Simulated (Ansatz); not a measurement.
CH5FO2Sn, SMILES [OH][Sn]([F])([OH])[CH3].

Coordinates come from a PBE0-D3(BJ)/def2-SVP optimisation. The structure was generated by enumeration; whether it is a known compound was not checked. The def2 effective core potentials stand for the cores of Sn; spin–orbit coupling is left out. Other conformers were not sampled.

Two levels are set side by side: PBE/def2-SVPD (Ansatz, a first-principles code) and PBE0/def2-SVPD (Ansatz). Energy differences of separate SCF runs at the same geometry; the states with an electron removed or added have multiplicity 2 and 2. Differences are taken from unrounded values.

```
quantity                            PBE0    PBE  PBE minus PBE0
---------------------------------  -----  -----  --------------
vertical ionisation energy (eV)    10.99  10.44           -0.55
vertical singlet–triplet gap (eV)   5.65   4.99           -0.65
```
